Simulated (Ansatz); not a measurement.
Na3Cl2, relaxed as a doublet with UKS PBE0-D4/def2-SVP in Ansatz, starting from the GFN1-xTB geometry. Force threshold 0.02 eV/Å.

The relaxation made no stability test and no search for a lower SCF solution. Another isomer (doublet) lies 0.02 eV lower at PBE0-D4/def2-TZVP; other spin states weren't run for this one.

Start:

```xyz
5

Na    2.209    0.304    0.094
Na   -0.884   -1.052   -0.554
Na   -0.357    1.860    1.114
Cl   -2.406    0.606    0.488
Cl    1.438   -1.718   -1.143
```

(1) Estimate the energy that the relaxation releases and the steps that it takes.

(2) Does the start keep its bonding?

(3) Predict the relaxed structure.

Answers

(1) 14.2 kJ/mol, in 5 steps; 6.5 s on 4 threads of Arm Neoverse V2 on a shared host. No frequencies were taken in this run, so the end may be a saddle point.

(2) By distances, no bond broke or formed. The bond that changes most is Na1–Na3, from 3.17 to 3.55 Å (atoms count from 1).

(3) 
Cartesian coordinates in Å:
```
Na 2.4230 0.3064 0.0594
Na -1.0578 -1.2572 -0.6942
Na -0.4359 2.0520 1.2464
Cl -2.3033 0.5698 0.4635
Cl 1.3740 -1.6709 -1.0751
```
Bond lengths (bridged metal pairs left out): 4 × Cl–Na 2.50 to 2.51 Å; 1 × Na–Na 3.55 Å.
